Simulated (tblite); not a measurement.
Compound: C8H12P (charge +1).
Z-matrix (Å and degrees, GFN2-xTB geometry), rows numbered from 1:
```
C 
C   1  1.4771
C   2  1.3336  1  125.62
P   3  1.7902  2  124.25  1     0.32
C   4  1.7833  3  114.68  2   -74.31
C   5  1.3330  4  121.10  3  -124.67
C   6  1.4863  5  127.19  4    -0.96
C   7  1.4866  6  117.77  5     6.19
C   8  1.3330  7  126.92  6    -5.73
H   1  1.0900  2  109.81  3  -121.79
H   1  1.0909  2  112.00  3     0.10
H   1  1.0900  2  109.70  3   121.42
H   2  1.0829  1  115.80  3  -179.98
H   3  1.0830  2  121.79  1  -178.85
H   4  1.3854  3  109.24  2    48.68
H   5  1.0816  4  117.35  3    53.31
H   6  1.0831  5  118.55  4   179.10
H   7  1.0968  6  108.42  5   129.81
H   7  1.0979  6  108.45  5  -117.32
H   8  1.0829  7  114.34  6   173.87
H   9  1.0824  4  116.88  3   -50.83
```

Method: GFN2-xTB as coded in tblite; computed harmonic values from a numerical Hessian at the method's own geometry, unscaled. This tight-binding method is rough: wavenumbers can miss measured ones by several per cent, in bad cases by 10 to 20. Modes of hydrogen on phosphorus can be 10 to 20 % off. One conformer, not necessarily the lowest.

Harmonic wavenumbers (cm⁻¹): 43.8, 53.3, 115.1, 159.2, 186.0, 209.6, 313.7, 348.8, 358.6, 418.0, 483.3, 522.8, 653.2, 692.5, 705.7, 716.1, 777.4, 802.1, 825.7, 835.5, 866.1, 891.1, 906.4, 908.4, 919.7, 938.8, 977.3, 1010.9, 1044.3, 1068.7, 1128.2, 1157.8, 1173.7, 1205.1, 1282.9, 1284.7, 1308.9, 1343.9, 1382.7, 1383.7, 1432.4, 1449.6, 1631.7, 1640.6, 1660.4, 2338.0, 2906.3, 2946.9, 2995.9, 3005.1, 3024.2, 3033.9, 3041.2, 3046.3, 3059.7, 3061.2, 3061.9.

A = 3193, B = 855.8, C = 730.0 MHz; mass 139.068 u (most abundant isotopes); point group C1, symmetry number 1.

What is the zero-point energy?

½Σν̃ = 37370 cm⁻¹ = 447.04 kJ/mol.

What is S at 273.15 K and 1 bar for an ideal gas of classical rigid rotors and harmonic oscillators?

Translation 168.58, rotation 122.20, vibration 111.22: S = 402.0 J/(mol K).

And Cp and H(273.15 K) − H(0)?

Cp = 156.29 J/(mol K), of which vibrations give 123.03 (their classical limit is 57 R = 473.9); H(273.15 K) − H(0) = 25.20 kJ/mol without the zero-point energy, 16.12 from vibrations.

Which modes carry the vibrational entropy at 273.15 K?

43.8 cm⁻¹: 20.53; 53.3 cm⁻¹: 18.90; 115.1 cm⁻¹: 12.60; 159.2 cm⁻¹: 10.02; 186.0 cm⁻¹: 8.81; 209.6 cm⁻¹: 7.90 J/(mol K); the other 51 give 32.46 together.

What must be added to the electronic energy to get the Gibbs energy at 273.15 K and 1 bar?

ZPE + [H(273.15 K) − H(0)] − T·S = 447.04 + 25.20 − 109.81 = 362.43 kJ/mol.

How do the functions run with temperature in this model?

```json
{"T (K)": "100", "S (J/(mol K))": "293.8", "Cp (J/(mol K))": "76.4", "H − H(0) (kJ/mol)": "5.43", "G − H(0) (kJ/mol)": "-23.95", "ln q(vib)": "1.85"}
{"T (K)": "200", "S (J/(mol K))": "359.4", "Cp (J/(mol K))": "119.3", "H − H(0) (kJ/mol)": "15.14", "G − H(0) (kJ/mol)": "-56.74", "ln q(vib)": "4.40"}
{"T (K)": "300", "S (J/(mol K))": "417.3", "Cp (J/(mol K))": "170.2", "H − H(0) (kJ/mol)": "29.59", "G − H(0) (kJ/mol)": "-95.60", "ln q(vib)": "6.98"}
{"T (K)": "500", "S (J/(mol K))": "526.7", "Cp (J/(mol K))": "260.6", "H − H(0) (kJ/mol)": "73.18", "G − H(0) (kJ/mol)": "-190.16", "ln q(vib)": "12.35"}
{"T (K)": "800", "S (J/(mol K))": "669.2", "Cp (J/(mol K))": "344.7", "H − H(0) (kJ/mol)": "165.17", "G − H(0) (kJ/mol)": "-370.23", "ln q(vib)": "20.39"}
{"T (K)": "1000", "S (J/(mol K))": "750.3", "Cp (J/(mol K))": "380.8", "H − H(0) (kJ/mol)": "237.92", "G − H(0) (kJ/mol)": "-512.34", "ln q(vib)": "25.46"}
```

q(vib) and H(0) count from the zero-point level.

Hindered rotation and anharmonicity are outside this model. Other conformers, if any are populated, would add a mixing term that is left out. The structure is chiral; the term R ln 2 for an equal mix with its mirror image is left out.
